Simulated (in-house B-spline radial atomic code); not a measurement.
A fraction x of an electron is removed from 3p in Sc²⁺, starting from [Ar] 3d1 and keeping the highest spin. Level of theory: scalar-relativistic (X2C) PBE, spin-polarised, spherical fractional occupations, Fermi nucleus of rms radius 3.5459 fm; calculated with an all-electron radial atomic-structure program (B-spline basis).

```
   x  E(x) - E(0) (eV)  3p down level (eV)
   0            0.0000             -48.436
0.04            1.9496             -49.043
0.13            6.4254             -50.422
0.28           14.1630             -52.752
0.48           25.0289             -55.917
 0.5                 ?                   ?
0.61           32.4335             -58.005
0.66           35.3540             -58.815
0.78                 ?                   ?
0.91           50.5679             -62.908
   1           56.2967             -64.400
```

(1) What belongs in the row x = 0.5?

(2) What belongs in the row x = 0.78?

(3) Check Janak's theorem between x = 0.04 and 0.13.

Results:

(1) An energy change of 26.1504 eV; 3p down at -56.237 eV.

(2) An energy change of 42.5290 eV; 3p down at -60.770 eV.

(3) The slope of the energy is 49.73 eV; the orbital levels give 49.73 eV (-ε of the emptying orbital, averaged over the two points).
